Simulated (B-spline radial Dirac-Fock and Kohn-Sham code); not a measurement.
## Form factor and incoherent scattering function of In⁺

System: indium as In⁺, configuration [Kr] 4d10 5s2, inside a Watson sphere of charge -1 and radius 2.2 Å (a model of the Madelung potential; inside it an electron's potential energy is raised by 6.5 eV).

Input of the calculation (task.json; shells as n, l, electrons):

```json
{"items": [{
  "Z": 49,
  "q": 1,
  "cfg": [[1, 0, 2], [2, 0, 2], [2, 1, 6], [3, 0, 2], [3, 1, 6], [3, 2, 10], [4, 0, 2], [4, 1, 6], [4, 2, 10], [5, 0, 2]],
  "A": 115,
  "rrms": 4.6156,
  "watson": [-1, 2.2],
  "do": ["scatter"],
  "s": [0.0, 0.04, 0.05, 0.06, 0.08, 0.09, 0.11, 0.14, 0.16, 0.2, 0.24, 0.28, 0.34, 0.41, 0.49, 0.59, 0.71, 0.86, 1.03, 1.24, 1.49, 1.79, 2.15],
  "pz": [0, 0.1, 0.13, 0.18, 0.24, 0.31, 0.42, 0.55, 0.74, 0.98, 1.3, 1.7, 2.3, 3.1, 4.1, 5.4, 7.2, 9.6, 13.0, 17.0, 22.0],
  "hv_scatter": [1000, 2000, 5000, 17479.3, 20000, 50000, 100000, 200000]
}]}
```

Command: `python xray_run.py task.json out`

Level of theory: Dirac-Fock orbitals of the configuration average with a finite nucleus; a B-spline atomic structure program. f₀ is the Fourier transform of the spherical electron density, S the Waller-Hartree incoherent function, and s = sin θ/λ. The electron scattering factor follows from the Mott-Bethe formula f_e = 0.023934 Å⁻¹·(Z − f₀)/s².

```
s (Å⁻¹)      f₀       S  f_e (Å)
      0  48.000   0.000        –
   0.04  47.518   0.650   22.174
   0.05  47.255   0.985   16.703
   0.06  46.943   1.366   13.677
   0.08  46.185   2.225   10.527
   0.09  45.749   2.679    9.606
   0.11  44.787   3.598    8.334
   0.14  43.181   4.932    7.106
   0.16  42.046   5.774    6.502
    0.2  39.716   7.370    5.555
   0.24  37.398   8.896    4.821
   0.28  35.159  10.372    4.225
   0.34  32.030  12.471    3.514
   0.41  28.811  14.730    2.875
   0.49  25.752  17.125    2.317
   0.59  22.797  19.908    1.802
   0.71  20.223  22.876    1.366
   0.86  17.872  25.880    1.007
   1.03  15.685  28.465    0.752
   1.24  13.215  30.944    0.557
   1.49  10.610  33.344    0.414
   1.79   8.245  35.700    0.304
   2.15   6.511  37.931    0.220
```

f₀ starts at the number of electrons, 48, and has fallen to half at s ≈ 0.55 Å⁻¹. The sum of ⟨r²⟩ over the electrons is 41.80 bohr². For an ion f_e diverges as s goes to zero, because of the net charge.
